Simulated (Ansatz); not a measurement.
Program: Ansatz. Geometries: PBE0-D4/def2-TZVP. ΔE: electronic, gas phase. CBS: MP2 limit from def2 TZ/QZ plus the TZ coupled-cluster correction, frozen cores. This one scheme is used for every species. Functionals use def2-TZVPP. HSE06 is defined as in plane-wave codes. One conformer a species, not always the lowest.

Reaction (silylene formation by 1,1-elimination): `B[SiH2]OC` → `BOC` + `[SiH2]`

```
    species  HSE06 energy (Eh)
`B[SiH2]OC`         -431.61837
      `BOC`         -141.08136
   `[SiH2]`         -290.47957
```

(1) Work out ΔE.

(2) What do rigid-rotor, harmonic-oscillator terms from PBE0-D4/def2-TZVP frequencies (298.15 K, 1 bar) make of the CCSD(T)/CBS value? (Best estimate.)

Largest T1 diagnostic among the species: 0.014.

## Answers

(1) ΔE = (-141.08136) + (-290.47957) − (-431.61837) = 0.05744 Eh = +36.0 kcal/mol. CCSD(T)/CBS gives +35.3 kcal/mol.

(2) The calculation gave: ΔZPE = -2.1 kcal/mol, ΔH = +33.7 kcal/mol, ΔS = 136 J/(mol·K), ΔG = +24.1 kcal/mol.

From PBE to PBE0 (25 % exact exchange), in def2-TZVPP and without D4, ΔE moves by +2.9 kcal/mol. The D4 term adds +2.7 kcal/mol with B3LYP and +1.5 kcal/mol with PBE0; it sums over pairs of atoms, weighted by their polarisabilities, and B3LYP, whose exchange is more repulsive, gets the larger term. At CCSD(T), def2-SVP lies −10.7 kcal/mol from the extrapolated value and def2-TZVPP −2.1 kcal/mol.

B3LYP here is the variant with VWN-RPA as its local correlation; programs differ in this.
